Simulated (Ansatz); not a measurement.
Reaction (redistribution): `[CH3][In]([F])[F]` + `F[Si](S)(S)S` → `[F][In]([F])[SH]` + `C[Si](F)(S)S`

Gas-phase electronic energies from Ansatz, PBE0-D4/def2-TZVP geometries. CBS: MP2 limit from def2 TZ/QZ plus the TZ coupled-cluster correction, frozen cores. Elements past krypton have def2 core potentials. For In outer-core shells are correlated without core-valence functions, which leaves a few kJ/mol of doubt a bond. Each species was taken in one conformer, which may not be the lowest.

`[CH3][In]([F])[F]`:

```xyz
7

C    -0.546    0.934    0.118
In    0.513   -0.885   -0.108
F     2.413   -1.090   -0.461
F    -0.225   -2.679   -0.003
H    -1.547    0.722    0.487
H    -0.008    1.571    0.819
H    -0.600    1.428   -0.851
```

`F[Si](S)(S)S`:

Cartesian coordinates in Å:
```
F -0.006 -1.371 0.892
Si -0.001 -0.034 0.022
S 1.567 -0.123 -1.391
S 0.287 1.630 1.290
S -1.848 0.157 -0.984
H 1.200 -1.335 -1.847
H 1.374 1.099 1.880
H -2.573 -0.023 0.137
```

`[F][In]([F])[SH]`:

```xyz
5

F     0.142    1.213    1.663
In    0.532    0.233    0.042
F     2.345    0.515   -0.554
S    -1.042   -1.122   -1.037
H    -1.978   -0.839   -0.114
```

`C[Si](F)(S)S`:

```xyz
10

C    -0.327   -0.403    1.376
Si    0.189   -0.086   -0.370
F     1.686   -0.625   -0.541
S     0.189    1.959   -0.954
S    -1.155   -1.100   -1.659
H    -0.314   -1.474    1.590
H     0.358    0.094    2.066
H    -1.333   -0.019    1.553
H     1.320    2.243   -0.283
H    -0.613   -0.589   -2.778
```

```csv
species,CCSD(T)/CBS(def2) energy (Eh)
`[CH3][In]([F])[F]`,-429.32218
`F[Si](S)(S)S`,-1584.16750
`[F][In]([F])[SH]`,-787.86618
`C[Si](F)(S)S`,-1225.63513
```

Work out ΔE.

ΔE = (-787.86618) + (-1225.63513) − (-429.32218) − (-1584.16750) = -0.01163 Eh = -7.3 kcal/mol.

Largest T1 diagnostic among the species: 0.016.

In def2-TZVPP, CCSD(T) changes the Hartree–Fock value by +3.6 kcal/mol (the triples alone add +0.4 kcal/mol) and MP2 by +4.7 kcal/mol. From PBE to PBE0 (25 % exact exchange), in def2-TZVPP and without D4, ΔE moves by −0.9 kcal/mol.
